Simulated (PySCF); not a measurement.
Ga(OH)(OMe)(NH2) (CH6GaNO2), SMILES C[O][Ga]([NH2])[OH]. Atoms are numbered in the order given.

```xyz
11

Ga     0.1392     0.0896     0.3301
O      1.3784    -0.3292     1.5311
H      1.3971     0.2572     2.2929
O      0.1108    -0.9557    -1.1075
C     -0.7818    -0.7755    -2.1627
H     -0.6982     0.2213    -2.6402
H     -0.5727    -1.5254    -2.9447
H     -1.8411    -0.9081    -1.8639
N     -0.9957     1.4886     0.4802
H     -1.0968     2.0481     1.3166
H     -1.7564     1.6409    -0.1693
```

Coordinates come from a PBE0-D3(BJ)/def2-SVP optimisation. The structure was generated by enumeration; whether it is a known compound was not checked. The values are those of a single conformer.

All values below come from TDDFT-PBE0/def2-SVPD run with PySCF 2.14.0.

Vertical excitations. The molecule is in vacuum.

```csv
state,energy (eV),λ (nm),f,main pairs
S1,5.45,227,0.017,HOMO→LUMO 96 %
S2,5.82,213,0.007,HOMO−1→LUMO 94 %
S3,6.27,198,0.018,HOMO−2→LUMO 93 %
S4,6.99,177,0.082,HOMO−3→LUMO 89 %
S5,7.08,175,0.074,HOMO→LUMO+1 84 %
S6,7.25,171,0.022,"HOMO→LUMO+2 72 %, HOMO−1→LUMO+1 12 %"
S7,7.27,171,0.010,"HOMO−1→LUMO+1 50 %, HOMO−4→LUMO 22 %, HOMO→LUMO+2 14 %"
S8,7.36,168,0.001,"HOMO→LUMO+3 56 %, HOMO−2→LUMO+1 22 %"
S9,7.39,168,0.001,"HOMO−2→LUMO+1 64 %, HOMO→LUMO+3 22 %"
S10,7.60,163,0.007,HOMO−1→LUMO+2 83 %
T1,5.09,244,0,HOMO→LUMO 85 %
T2,5.54,224,0,HOMO−1→LUMO 82 %
T3,5.95,208,0,HOMO−2→LUMO 88 %
T4,6.16,201,0,HOMO→LUMO+1 82 %
```
Triplets are in the Tamm–Dancoff approximation, which puts them higher than full response would, so one can lie above its singlet here.
